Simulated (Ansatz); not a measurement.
Isolated molecules relaxed with PBE0-D4/def2-TZVP in Ansatz; ΔE leaves out vibrations. CCSD(T)/CBS is the MP2 limit (def2-TZVPP, def2-QZVPP) plus CCSD(T) − MP2 in def2-TZVPP, frozen cores. This one scheme is used for every species. DFT in def2-TZVPP. One conformer a species, not always the lowest.

Reaction (silylene formation by 1,1-elimination): `CCC([SiH3])Cl` → `CCCCl` + `[SiH2]`

`CCC([SiH3])Cl`:

```xyz
14

C     1.319    1.377   -0.826
C     0.206    0.812    0.038
C    -0.053   -0.670   -0.170
Si   -1.502   -1.347    0.836
Cl    1.387   -1.653    0.293
H     1.446    2.446   -0.646
H     1.099    1.238   -1.888
H     2.269    0.883   -0.612
H    -0.733    1.335   -0.182
H     0.420    0.992    1.096
H    -0.208   -0.878   -1.233
H    -2.738   -0.605    0.462
H    -1.224   -1.139    2.280
H    -1.688   -2.790    0.551
```

`CCCCl`:

Z-matrix (Å, degrees):
```
C
C 1 1.517
H 1 1.091 2 111.0
H 1 1.092 2 111.0 3 120.1
H 1 1.094 2 111.1 3 -120.0
C 2 1.511 1 114.0 3 61.1
H 2 1.094 1 110.4 3 -61.9
H 2 1.097 1 109.9 3 -179.2
Cl 6 1.790 2 112.2 1 -64.7
H 6 1.089 2 111.6 1 176.4
H 6 1.091 2 111.6 1 54.3
```

`[SiH2]`:

Cartesian coordinates in Å:
```
Si -0.189 -0.547 0.415
H -0.920 0.667 -0.151
H 1.109 -0.120 -0.264
```

| level | ΔE (eV) |
| --- | --- |
| r2SCAN0-D4 | 2.52 |
| ωB97M-V | 2.28 |
| PBE-QIDH | 2.47 |
| revPBE | 2.06 |
| PBE0 | 2.33 |
| BHLYP | 2.20 |
| RPA@PBE/def2-TZVPP | 2.08 |
| MP2/def2-QZVPP | 2.52 |

Problem. What does CCSD(T)/CBS give? (Estimate.)

Solution. Computed: +2.33 eV. The listed levels differ from it by 0.19, -0.05, 0.14, -0.27, 0.00, -0.13, -0.25, 0.19 eV.

Largest T1 diagnostic among the species: 0.014.

From PBE to PBE0 (25 % exact exchange), in def2-TZVPP and without D4, ΔE moves by +0.08 eV. At CCSD(T), def2-SVP lies −0.16 eV from the extrapolated value and def2-TZVPP −0.08 eV.

CCSD(T)/CBS has its own doubt, a few kJ/mol and more with outer-core shells, so smaller differences from it don't rank the levels.
